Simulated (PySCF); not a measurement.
F₃H₄NSi₂, SMILES F[Si](F)(F)N[SiH3].

The structure is a stationary point at B3LYP-D3(BJ)/def2-SVP. The values are those of a single conformer.

Level of theory: TDA-CAM-B3LYP/def2-SVPD in PySCF 2.14.0.

Vertical excitations.  State labels are in the subgroup Cs.

| state | symmetry | energy (eV) | λ (nm) | f | main pairs |
|---|---|---|---|---|---|
| S1 | A" | 6.94 | 179 | 0.011 | HOMO→LUMO 93 % |
| S2 | A" | 8.05 | 154 | 0.008 | HOMO→LUMO+1 62 %, HOMO→LUMO+3 26 % |
| S3 | A" | 8.32 | 149 | 0.022 | HOMO→LUMO+3 46 %, HOMO→LUMO+1 28 %, HOMO→LUMO+2 18 % |
| S4 | A" | 8.57 | 145 | 0.035 | HOMO→LUMO+5 33 %, HOMO→LUMO+2 31 %, HOMO−2→LUMO 15 %, HOMO→LUMO+3 13 % |
| S5 | A' | 8.61 | 144 | 0.016 | HOMO−1→LUMO 80 % |
| S6 | A' | 8.68 | 143 | 0.063 | HOMO→LUMO+4 97 % |
| S7 | A" | 8.97 | 138 | 0.002 | HOMO→LUMO+5 42 %, HOMO→LUMO+2 31 %, HOMO→LUMO+3 9 % |
| S8 | A" | 9.39 | 132 | 0.025 | HOMO−2→LUMO 60 %, HOMO→LUMO+5 17 % |
| S9 | A' | 9.48 | 131 | 0.141 | HOMO−1→LUMO+1 93 % |
| S10 | A" | 9.72 | 128 | 0.037 | HOMO−1→LUMO+4 34 %, HOMO→LUMO+7 29 %, HOMO−2→LUMO+3 15 %, HOMO−2→LUMO+1 8 % |
| T1 | A" | 6.52 | 190 | 0 | HOMO→LUMO 88 % |
| T2 | A" | 7.85 | 158 | 0 | HOMO→LUMO+1 81 % |
| T3 | A" | 7.88 | 157 | 0 | HOMO→LUMO+3 81 % |
| T4 | A' | 8.04 | 154 | 0 | HOMO−1→LUMO 58 %, HOMO−1→LUMO+2 17 %, HOMO→LUMO+4 14 % |
Triplets are in the Tamm–Dancoff approximation.
